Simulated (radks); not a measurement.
Task: Coulomb parameter of the 4f shell of neutral dysprosium in the model configuration [Xe] 4f8 6s2 6p2, as a second difference U = [E(n + 0.5) + E(n - 0.5) - 2 E(n)] / (0.5)^2 with all orbitals relaxed. "Bare": the charge of the atom changes with n. "Screened": the 6p shell takes up the change at fixed total charge, which measures U(4f,4f) + U(6p,6p) - 2 U(4f,6p). All-electron calculation, scalar-relativistic Kohn-Sham, r2SCAN, spin-unpolarised, spherical densities, finite nucleus; meta-GGA in the generalised Kohn-Sham scheme; Fermi nuclear charge, rms radius 5.2218 fm. Program: a radial shooting solver on a logarithmic mesh with Libxc functionals. Estimate both.

Result: U(bare) = 16.730 eV, U(screened by 6p) = 10.476 eV, against the Slater integral F0(4f,4f) = 32.868 eV with frozen orbitals. The step up makes a negative ion, whose loosely bound charge lowers the bare value.
